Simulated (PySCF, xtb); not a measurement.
C4H7ClSi, SMILES ClC=C=C([SiH3])C.

GFN2-xTB (xtb) at its own geometry gives an orbital gap of 3.83 eV and a dipole moment of 2.57 D.

Geometry optimised at B3LYP-D3(BJ)/def2-SVP. This is a generated structure with no PubChem entry under its InChIKey; it may be hypothetical.

### Question
What does M06-2X/def2-TZVP (PySCF) give? (An estimate is asked for; the answer gives what the named calculation found.)

### Answer
gap 8.20 eV (levels -8.24 and -0.04 eV), dipole 2.03 D.
